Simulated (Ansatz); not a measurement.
`F[SiH]([SiH3])Cl` + `BNCC` → `BN([SiH3])CC` + `F[SiH2]Cl` at 600 K and 1 bar (cleavage of the Si–Si bond).

Gas-phase electronic energies from Ansatz, PBE0-D4/def2-TZVP geometries. CCSD(T)/CBS adds triple-zeta CCSD(T) − MP2 to the extrapolated MP2 energy (def2 sets, frozen cores). This one scheme is used for every species. One conformer a species, not always the lowest.

| species | CCSD(T)/CBS energy (Eh) | H − E (kJ/mol) | S (J/(mol·K)) |
| --- | --- | --- | --- |
| `F[SiH]([SiH3])Cl` | -1140.23962 | 156.7 | 426.3 |
| `BNCC` | -160.44809 | 329.4 | 380.8 |
| `BN([SiH3])CC` | -450.74134 | 387.7 | 466.3 |
| `F[SiH2]Cl` | -849.96195 | 91.2 | 329.4 |

H − E and S are ideal-gas, rigid-rotor, harmonic terms from PBE0-D4/def2-TZVP, for one conformer and one mirror image of each species. 1 Eh = 2625.50 kJ/mol, R = 8.31446 J/(mol·K).

Q: By hand: ΔE, ΔH, ΔS and ΔG.

A: ΔE = (-450.74134) + (-849.96195) − (-1140.23962) − (-160.44809) = -0.01558 Eh = -40.9 kJ/mol. Δ(H − E) = 387.7 + 91.2 − 156.7 − 329.4 = -7.2, so ΔH = -48.1 kJ/mol. ΔS = 466.3 + 329.4 − 426.3 − 380.8 = -11.4 J/(mol·K). ΔG = -48.1 − 600 × (-11.4)/1000 = -41.3 kJ/mol.

Q: By hand: the equilibrium constant, and the temperature at which ΔG would vanish if ΔH and ΔS stayed fixed.

A: log₁₀ K = −ΔG/(RT ln 10) = 3.6. ΔG = 0 at ΔH/ΔS = 4219 K, far beyond where these terms or the molecules hold.

The number of gas molecules stays the same, so ΔS is small and ΔH decides. A doubt of 5 kJ/mol in ΔE shifts log₁₀ K by 0.4 here. Other conformers and mirror images would add mixing entropy, several J/(mol·K) or more a flexible species. Modes under 60 cm⁻¹, often nearly free rotors, make the harmonic entropy too high. These are equilibria of isolated gas molecules and say nothing of rates. Largest T1 diagnostic: 0.012 (customary marks: 0.02 for closed shells, 0.045 for open ones).
